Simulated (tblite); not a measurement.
Compound: C6H12NOPSi.
Cartesian coordinates in Å at the GFN2-xTB level; atoms count from 1:
```
atom  x, y, z in Å
N1     3.117   -0.204   -1.684
C2     2.859   -0.327   -0.576
C3     2.490   -0.470    0.795
P4     0.659   -0.222    1.026
O5     0.273   -0.369    2.434
C6    -0.116   -1.439   -0.104
C7    -1.627   -1.302    0.035
Si8   -2.198    0.437   -0.482
C9    -1.163    1.714    0.476
C10    0.325    1.433    0.316
H11    3.003    0.269    1.418
H12    2.735   -1.471    1.164
H13    0.223   -2.434    0.207
H14    0.216   -1.266   -1.129
H15   -1.888   -1.475    1.081
H16   -2.126   -2.077   -0.550
H17   -1.947    0.609   -1.921
H18   -3.616    0.607   -0.158
H19   -1.386    2.732    0.153
H20   -1.406    1.655    1.539
H21    0.635    1.464   -0.730
H22    0.928    2.155    0.878
```

Level: GFN2-xTB in tblite, geometry and Hessian alike; calculated harmonic values, unscaled, isolated species. Against measured fundamentals such values can be off by several per cent, at times by over 20. Modes of hydrogen on silicon can be 10 to 20 % off. One conformer, not necessarily the lowest.

Harmonic wavenumbers (cm⁻¹): 51.8, 57.1, 108.8, 156.8, 178.8, 183.0, 208.2, 286.5, 305.0, 308.6, 357.6, 378.8, 391.3, 475.0, 522.2, 576.8, 633.6, 636.4, 679.0, 691.8, 699.7, 743.1, 752.0, 784.0, 790.2, 817.4, 843.9, 877.6, 998.5, 1029.9, 1044.2, 1051.5, 1057.8, 1065.3, 1127.8, 1136.8, 1152.7, 1258.8, 1262.1, 1272.9, 1283.7, 1292.2, 1375.6, 1433.5, 1440.6, 1466.5, 1470.4, 2211.7, 2271.8, 2401.3, 2913.2, 2915.4, 2931.6, 2939.6, 2964.3, 2966.9, 2969.6, 2973.8, 2979.9, 2982.2.

A = 1517, B = 722.2, C = 675.9 MHz; mass 173.043 u (most abundant isotopes); point group Cs, symmetry number 1.

Zero-point energy?

½Σν̃ = 36569 cm⁻¹ = 104.56 kcal/mol.

Entropy at 200 K, 1 bar (ideal gas, RRHO, classical rotation)?

Translation 39.40, rotation 29.26, vibration 22.21: S = 90.9 cal/(mol K).

And Cp and H(200 K) − H(0)?

Cp = 34.19 cal/(mol K), of which vibrations give 26.24 (their classical limit is 60 R = 119.2); H(200 K) − H(0) = 4.10 kcal/mol without the zero-point energy, 2.51 from vibrations.

How do the functions run with temperature in this model?

```tsv
T (K)	S (cal/(mol K))	Cp (cal/(mol K))	H − H(0) (kcal/mol)	G − H(0) (kcal/mol)	ln q(vib)
50	60.9	13.5	0.51	-2.54	0.54
100	72.4	20.6	1.36	-5.88	1.83
298.15	107.0	47.5	8.11	-23.80	8.02
373.15	118.7	56.8	12.03	-32.27	10.47
500	137.2	69.7	20.09	-48.52	14.61
750	169.0	86.9	39.84	-86.92	22.48
1000	195.6	98.0	63.06	-132.59	29.74
```

q(vib) and H(0) count from the zero-point level.

Which modes carry the vibrational entropy at 200 K?

51.8 cm⁻¹: 3.96; 57.1 cm⁻¹: 3.77; 108.8 cm⁻¹: 2.52; 156.8 cm⁻¹: 1.85; 178.8 cm⁻¹: 1.62; 183.0 cm⁻¹: 1.58 cal/(mol K); the other 54 give 6.91 together.

Hindered rotation and anharmonicity are outside this model. Other conformers, if any are populated, would add a mixing term that is left out.
